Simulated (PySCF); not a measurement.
A structure optimised at PBE-D3(BJ)/def2-SVP, used in a PySCF frequency run:

```xyz
12

B      0.1442    -0.1112     0.0521
O      0.5900    -0.5286    -1.1640
C      0.2037     0.0747    -2.3927
H     -0.8796     0.3262    -2.4039
H      0.7871     1.0028    -2.5727
H      0.4157    -0.6405    -3.2110
P     -1.1944     1.2981     0.2193
H     -0.4436     2.3183    -0.4638
H     -0.8273     1.7329     1.5366
P      0.6135    -1.2084     1.5800
H      1.0854    -0.1401     2.4157
H      1.9134    -1.6092     1.1178
```
Charge 0, spin multiplicity 1.

**Question.** Write its SMILES and formula.

**Answer.** COB(P)P, CH₇BOP₂

**Question.** What are its rotational constants (standard atomic weights)?

**Answer.** 3.2953, 2.1284, 1.3279 GHz
